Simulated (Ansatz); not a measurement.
`ClB(Cl)B(Cl)Cl` + CH₃NH₂ → `CNB(Cl)Cl` + `ClBCl` at 298.15 K and 1 bar (cleavage of the B–B bond).

Calculated with Ansatz (gas phase, PBE0-D4/def2-TZVP geometries, no zero-point term in ΔE). CCSD(T)/CBS adds triple-zeta CCSD(T) − MP2 to the extrapolated MP2 energy (def2 sets, frozen cores). This one scheme is used for every species. Each species was taken in one conformer, which may not be the lowest.

```json
{"species": "`ClB(Cl)B(Cl)Cl`", "CCSD(T)/CBS energy (Eh)": "-1888.85539", "H − E (kJ/mol)": "56.4", "S (J/(mol·K))": "370.5"}
{"species": "CH₃NH₂", "CCSD(T)/CBS energy (Eh)": "-95.75281", "H − E (kJ/mol)": "180.0", "S (J/(mol·K))": "240.4"}
{"species": "`CNB(Cl)Cl`", "CCSD(T)/CBS energy (Eh)": "-1039.64309", "H − E (kJ/mol)": "182.8", "S (J/(mol·K))": "335.0"}
{"species": "`ClBCl`", "CCSD(T)/CBS energy (Eh)": "-945.02167", "H − E (kJ/mol)": "50.8", "S (J/(mol·K))": "268.0"}
```

H − E and S are ideal-gas, rigid-rotor, harmonic terms from PBE0-D4/def2-TZVP, for one conformer and one mirror image of each species. 1 Eh = 2625.50 kJ/mol, R = 8.31446 J/(mol·K).

**Question.** By hand: ΔE, ΔH, ΔS and ΔG.

**Answer.** ΔE = (-1039.64309) + (-945.02167) − (-1888.85539) − (-95.75281) = -0.05656 Eh = -148.5 kJ/mol. Δ(H − E) = 182.8 + 50.8 − 56.4 − 180.0 = -2.8, so ΔH = -151.3 kJ/mol. ΔS = 335.0 + 268.0 − 370.5 − 240.4 = -7.9 J/(mol·K). ΔG = -151.3 − 298.15 × (-7.9)/1000 = -148.9 kJ/mol.

**Question.** By hand: the equilibrium constant, and the temperature at which ΔG would vanish if ΔH and ΔS stayed fixed.

**Answer.** log₁₀ K = −ΔG/(RT ln 10) = 26.1. ΔG = 0 at ΔH/ΔS = 19152 K, far beyond where these terms or the molecules hold.

The number of gas molecules stays the same, so ΔS is small and ΔH decides. A doubt of 5 kJ/mol in ΔE shifts log₁₀ K by 0.9 here. Other conformers and mirror images would add mixing entropy, several J/(mol·K) or more a flexible species. Modes under 60 cm⁻¹, often nearly free rotors, make the harmonic entropy too high. These are equilibria of isolated gas molecules and say nothing of rates. Largest T1 diagnostic: 0.013 (customary marks: 0.02 for closed shells, 0.045 for open ones).
